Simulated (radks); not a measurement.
Neutral platinum inside a hard spherical wall (all orbitals vanish at R), configuration held at [Xe] 4f14 5d9 6s1 and not refilled when levels cross. Method: scalar-relativistic Kohn-Sham, LDA (Slater exchange, Perdew-Wang correlation), spin-polarised, spherical densities, finite nucleus; open shells are filled with parallel spins first (spin-orbit coupling, left out, can overturn this in heavy ions); Fermi nuclear charge, rms radius 5.427 fm; computed with a radial shooting solver on a logarithmic mesh with Libxc functionals. Eigenvalues in eV for spin up, with the zero of energy where the potential of the charges vanishes at infinity; a dash marks a level that is unbound or too diffuse for the functional's potential to be trusted. A positive occupied level is held by the wall or, in an anion where self-interaction has pushed it up, behind a barrier. The pressure on the wall is -dE/dV.

R (bohr),E (hartree),kinetic (hartree),e(4f),e(5p),e(5d),e(6s),"e(6p, empty)","e(7s, empty)",pressure (GPa)
free,-18399.4313,20504.357,-70.516,-56.506,-6.703,-6.310,-1.155,-,0
12,-18399.4313,20504.357,-70.515,-56.505,-6.702,-6.309,-1.126,0.890,0.000123
8,-18399.4300,20504.370,-70.435,-56.426,-6.630,-6.236,-0.728,3.857,0.0632
5,-18399.3534,20504.846,-68.497,-54.595,-4.984,-4.227,3.362,20.214,10.4
4,-18399.0895,20506.149,-64.662,-51.142,-1.782,0.306,10.515,42.485,77.1
2,-18385.4469,20558.954,-7.446,-2.755,56.171,117.53,157.30,366.01,19800
1.5,-18345.6246,20697.178,67.966,78.825,158.40,344.83,410.55,843.30,168000
